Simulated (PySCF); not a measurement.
A structure optimised at PBE-D3(BJ)/def2-TZVPD, used in a PySCF frequency run:

```xyz
2

Sr     0.0000     0.0000    -0.4007
F      0.0000     0.0000     1.6918
```
Charge 0, spin multiplicity 2.

Task: Write its SMILES, formula and point group.

Result: [F][Sr], FSr, C∞v

Task: What are its rotational constants (standard atomic weights)?

Result: 7.3925 GHz (linear rotor, B only)
